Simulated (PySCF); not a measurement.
**From computed data to an observable: oscillator strength and radiative lifetime**

tert-butylthiol (C4H10S), SMILES CC(C)(C)S.

The structure is a stationary point at PBE0-D3(BJ)/def2-SVP. Other conformers were not sampled.

PySCF with TDA-CAM-B3LYP/def2-SVPD puts the first singlet state with f over 0.02 at 6.18 eV (vertical), with the transition dipole (0.000, 0.000, 0.493) in atomic units.

Task: Find the oscillator strength, the wavelength and the radiative lifetime that this transition would have in vacuum if emission retraced absorption.

Result: 
|μ|² = 0.2430 au, so |μ| = 1.25 D. ΔE = 6.18/27.211 = 0.2271 hartree. f = (2/3) ΔE |μ|² = 0.037 (the program prints 0.037).
λ = 1239.84/6.18 = 201 nm; ν = 49845 cm⁻¹.
Einstein's coefficient A = 0.6670 ν² f s⁻¹ (ν in cm⁻¹) = 6.1e7 s⁻¹, so τ = 1/A = 16 ns. This state is S2; the lower singlet has f = 0.005. The figure is the radiative limit of this one transition; relaxation, internal conversion, crossing to triplets and a medium change what is measured.
